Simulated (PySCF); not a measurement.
A structure optimised at B3LYP-D3(BJ)/def2-TZVPD, used in a PySCF frequency run:

```xyz
2

H      0.0000     0.0000    -0.3720
H      0.0000     0.0000     0.3720
```
Charge 0, spin multiplicity 1.

Q: Write its SMILES, formula and point group.

A: [H][H], H2, D∞h

Q: What are its rotational constants (standard atomic weights)?

A: 1811.3 GHz (linear rotor, B only)
